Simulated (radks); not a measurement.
Coulomb parameter of the 4d shell of the niobium ion Nb3+ in the model configuration [Kr] 4d1 5s1, as a second difference U = [E(n + 0.5) + E(n - 0.5) - 2 E(n)] / (0.5)^2 with all orbitals relaxed. "Bare": the charge of the atom changes with n. "Screened": the 5s shell takes up the change at fixed total charge, which measures U(4d,4d) + U(5s,5s) - 2 U(4d,5s). All-electron calculation, scalar-relativistic Kohn-Sham, r2SCAN, spin-unpolarised, spherical densities, finite nucleus; meta-GGA in the generalised Kohn-Sham scheme; Fermi nuclear charge, rms radius 4.324 fm. Program: a radial shooting solver on a logarithmic mesh with Libxc functionals.

case,configuration,E - E(n) (eV)
start,[Kr] 4d1 5s1,0.000
bare +0.5,[Kr] 4d1.5 5s1,-15.204
bare -0.5,[Kr] 4d0.5 5s1,18.312
screened +0.5,[Kr] 4d1.5 5s0.5,-3.163
screened -0.5,[Kr] 4d0.5 5s1.5,3.384

U(bare) = 12.435 eV, U(screened by 5s) = 0.881 eV, against the Slater integral F0(4d,4d) = 14.859 eV with frozen orbitals.
